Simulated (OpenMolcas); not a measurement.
Nb III: CASPT2 settings compared

```
Program             : OpenMolcas 26.06
Basis               : ANO-R2 [7s5p4d2f1g]
Scalar Hamiltonian  : X2C, finite nucleus
Active space        : 3 electrons in 5 orbitals (4d)
State averaging     : 2S+1 = 4 even, 10 roots; 2S+1 = 2 even, 35 roots kept (CI in the orbitals of an earlier block)
Spin-orbit coupling : RASSI with atomic mean-field integrals over the reference wave functions, term energies averaged over their components
```

Methods on the same reference wave functions:
A. CASSCF
B. SS-CASPT2, IPEA 0.6 Eh, no level shift (closed shells correlated: 4s 4p)
C. SS-CASPT2, IPEA 0.2 Eh, sigma2 regulariser 0.1 Eh (closed shells correlated: 3d 4s 4p)
D. SS-CASPT2, IPEA 0.35 Eh, imaginary shift 0.15 Eh (closed shells correlated: 4s 4p)

Energies in cm-1 above 4d3 4F 3/2, the measured ground level; measured values from the list in Shadmi, J. Res. Natl. Bur. Stand. 70A, 435 (1966).

| Level | A | B | C | D | Measured |
| --- | --- | --- | --- | --- | --- |
| 4d3 4F 3/2 | 0.0 | 0.0 | 0.0 | 0.0 | 0.0 |
| 4d3 4F 5/2 | 498 | 508 | 512 | 510 | 516 |
| 4d3 4F 7/2 | 1152 | 1166 | 1171 | 1168 | 1177 |
| 4d3 4F 9/2 | 1928 | 1931 | 1931 | 1931 | 1939 |
| 4d3 4P 1/2 | 11278 | 9510 | 8970 | 9230 | 8664 |
| 4d3 4P 3/2 | 11385 | 9550 | 9000 | 9270 | 8608 |
| 4d3 2G 7/2 | 12072 | 10030 | 9400 | 9730 | 9236 |
| 4d3 4P 5/2 | 12090 | 10350 | 9820 | 10070 | 9594 |
| 4d3 2G 9/2 | 12627 | 10560 | 9950 | 10260 | 9804 |
| 4d3 2P 1/2 | 15781 | 12830 | 12140 | 12580 |  |
| 4d3 2H 9/2 | 15968 | 13450 | 12960 | 13240 | 12916 |
| 4d3 2H 11/2 | 16315 | 13750 | 13270 | 13550 | 13264 |
| 4d3 2D 5/2 | 17822 | 14500 | 13550 | 14060 | 13094 |
| 4d3 2F 7/2 | 26595 | 21650 | 20730 | 21230 | 19861 |
| 4d3 2F 5/2 | 26900 | 21960 | 21030 | 21540 | 19975 |

Deviations, from unrounded energies. A percentage is the sum of absolute deviations over the sum of measured energies, with the sign that they share, or ± where signs differ.

```csv
Against measurement,Levels,A,B,C,D
mean absolute deviation (cm-1),13,2900,790,280,550
fine structure of the ground term (%),3,-1.5,-0.7,-0.5,-0.6
other terms of the ground configuration (%),10,+30.4,+8.2,+2.9,+5.7
```

C lies closest to measurement on these levels and A furthest from it. The largest miss of C in the table is 4d3 2F 5/2, by +1100 cm-1. The ranking rests on the paired levels alone, and a cruder setting can come out closer through cancelling errors.

Among B to D the level of the table that moves most is 4d3 2D 5/2, by 950 cm-1 (lowest in C, highest in B). Moves below CASPT2's spread within the term are not significant.

The mean deviations of B to D differ by less than CASPT2's widest spread within a term (1300 cm-1), so their order carries little weight.

From A to B the spin-free energies of the other terms of 4d3 shown, above 4F, scale by factors of 0.79 to 0.84, as is usual when dynamic correlation screens the repulsion within a d or f shell.

The lowest spin-free term lies below A's lowest term by 0.271 hartree in B, 0.327 hartree in C, 0.278 hartree in D.

Term energies are means over components that CASPT2 splits; among the terms shown or strongly mixed into the levels shown the widest spread is 1300 cm-1 (4d3 2H, C). Levels of configurations with an s electron are missing; early in the row they begin among the upper levels of the d shell and mix with terms of their name. Terms from blocks run as CI alone lack orbitals of their own. Without dynamic correlation excited terms often stand tens of per cent too high (terms of higher spin than the ground term too low), and those without a measured partner can miss by more than the paired ones (holds for A). The CASPT2 spread within a term exceeds the gap to the next term for 4d3 2P and 4d3 2H, 4d3 2H and 4d3 2D, so the order of their levels is uncertain (holds for B; C; D). Computed and measured levels are paired by configuration, term and J; levels that our copy of the source lacks, or whose pairing is in doubt (as where it misses far off the trend of its configuration), stay unpaired and out of the deviations. Levels of configurations outside the active space are missing. The table leaves out levels that lie high or whose names do not pair safely across all columns.
